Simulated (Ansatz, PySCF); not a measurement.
Process, species as SMILES: O=[Si](Cl)Cl + 4 [H][H] (H2) -> 2 Cl (HCl) + O (H2O) + [SiH4] (SiH4)
Structures are relaxed separately at B3LYP-D3(BJ)/def2-TZVP in Ansatz (a quantum-chemistry and plane-wave program).

Quantity: energy of full hydrogenation (electronic energy difference), in kcal/mol. Valence correlation only, unless marked. Spin-orbit coupling is left out. Non-relativistic. FCI takes restricted orbitals. Basis-set limits of correlation are two-point, X^-3; Hartree-Fock from the larger set. The bracket is a focal-point correction in the basis named.

| level | program | energy of full hydrogenation (kcal/mol) |
|---|---|---|
| HF-D3(BJ)/def2-TZVPD | PySCF + dftd3 | -3.4 |
| B97M-V/def2-TZVPD | Ansatz | ___ |
| PBE0/def2-TZVPD | Ansatz | -1.6 |
| r2SCANh-D4/def2-TZVPD | Ansatz + dftd4 | 7.1 |
| CCSD/cc-pV(D+d)Z | Ansatz | ___ |
| CCSD(T) with core electrons (1s frozen past Ne)/cc-pwCVTZ | Ansatz | ___ |
| FCI/STO-3G | Ansatz | 16.2 |
| RI-MP2/CBS(aug-cc-pV(T+d)Z,aug-cc-pV(Q+d)Z)+[CCSD(T)-MP2]/aug-cc-pV(T+d)Z | Ansatz | ___ |

Q: Complete the blanks.

A: 
- B97M-V/def2-TZVPD, energy of full hydrogenation (kcal/mol): 5.7
- CCSD/cc-pV(D+d)Z, energy of full hydrogenation (kcal/mol): -11.6
- CCSD(T) with core electrons (1s frozen past Ne)/cc-pwCVTZ, energy of full hydrogenation (kcal/mol): 4.0
- RI-MP2/CBS(aug-cc-pV(T+d)Z,aug-cc-pV(Q+d)Z)+[CCSD(T)-MP2]/aug-cc-pV(T+d)Z, energy of full hydrogenation (kcal/mol): 4.4
